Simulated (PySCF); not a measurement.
Z-matrix (Å, degrees):
```
C
H 1 1.0880
C 1 1.4879 2 116.01
H 3 1.0911 1 112.66 2 -179.92
H 3 1.0966 4 107.78 1 -122.86
H 3 1.0966 4 107.78 5 -114.29
Si 1 1.7667 2 117.89 3 -179.99
C 7 1.7403 1 123.97 2 179.98
H 8 1.0840 7 122.08 1 -179.97
H 8 1.0841 9 115.22 7 -180.00
H 7 1.4789 8 119.20 9 0.03
```
Charge 0, spin multiplicity 2.

**Question.** What is the computed highest occupied spin orbital, total energy and dipole moment (ωB97X-D3(BJ)/def2-TZVP // PBE0-D3(BJ)/def2-TZVP in PySCF)?

**Answer.** 
```
Item                                 Result
-----------------------------  ------------
highest occupied spin orbital      -8.34 eV
total energy                   -11104.14 eV
dipole moment                        0.98 D
```
